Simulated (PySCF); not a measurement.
## Core-level binding energies of `[GaH2][CH]1CCCC1`

Compound: C5H11Ga.
Structure used (PBE0-D3(BJ)/def2-SVP), in Å, numbered top down from 1:
```xyz
17
C5H11Ga angstrom
Ga     2.2497    0.2651   -0.1298
C      0.6878   -0.0607    1.0514
C     -0.1247   -1.2862    0.6249
C     -0.9592   -0.7379   -0.5293
C     -1.3873    0.6608   -0.0572
C     -0.3440    1.0888    1.0038
H      2.7876   -0.8683   -1.0891
H      2.9709    1.6692   -0.0940
H      1.1103   -0.1695    2.0671
H     -0.7910   -1.6170    1.4438
H      0.4889   -2.1547    0.3364
H     -1.8092   -1.3799   -0.8059
H     -0.3197   -0.6604   -1.4287
H     -1.4561    1.3735   -0.8933
H     -2.3908    0.6189    0.3936
H      0.1052    2.0699    0.7790
H     -0.8322    1.2014    1.9863
```

The calculation used PySCF, delta-SCF UKS SCAN, pcX-2 on the ionised atom, pcseg-1 elsewhere, spin-free X2C. Each binding energy is the total energy of the core-ionised species, with the hole localised on one atom, minus that of the ground state; both are solved self-consistently, so orbital relaxation is included.

**Question.** What binding energy does each computed site have?

**Answer.** 
```json
{"atom(s)": "C2", "bonded to": "2 C, H and Ga", "level": "C 1s", "binding energy (eV)": "289.68", "above the level's lowest (eV)": "0.00", "count": "1"}
{"atom(s)": "C3/C6", "bonded to": "2 C and 2 H", "level": "C 1s", "binding energy (eV)": "290.28", "above the level's lowest (eV)": "+0.60", "count": "2"}
{"atom(s)": "C4/C5", "bonded to": "2 C and 2 H", "level": "C 1s", "binding energy (eV)": "290.38", "above the level's lowest (eV)": "+0.70", "count": "2"}
```

The listed C 1s values span 0.70 eV, from C2 (bonded to 2 C, H and Ga) to C4/C5 (bonded to 2 C and 2 H). Summing the Pauling electronegativity differences to the bonded atoms, each weighted by its formal bond order, gives -1.09 for the lowest site and -0.70 for the highest; no listed site has a larger sum than the highest.

**Question.** Which photon wavelength matches the C 1s of C2 threshold?

**Answer.** λ = hc/E = 12398.42 eV Å / 289.68 eV = 42.800 Å.

**Question.** Give the binding energy of C 1s of C2 in hartree and in kJ/mol.

**Answer.** 289.68 eV = 10.6455 Eh = 27950 kJ/mol.

One atom of each set of topologically equivalent atoms was ionised and stands for the set; in this conformer not all members are related by symmetry, and their own values weren't computed. No level of gallium is listed. Geometry: PBE0-D3(BJ)/def2-SVP, one conformer, isolated molecule.

The run took 48 s wall on Intel Xeon Platinum 8259CL at 2.50 GHz, one thread, on a shared host, and the process peaked at 0.59 GiB of memory.
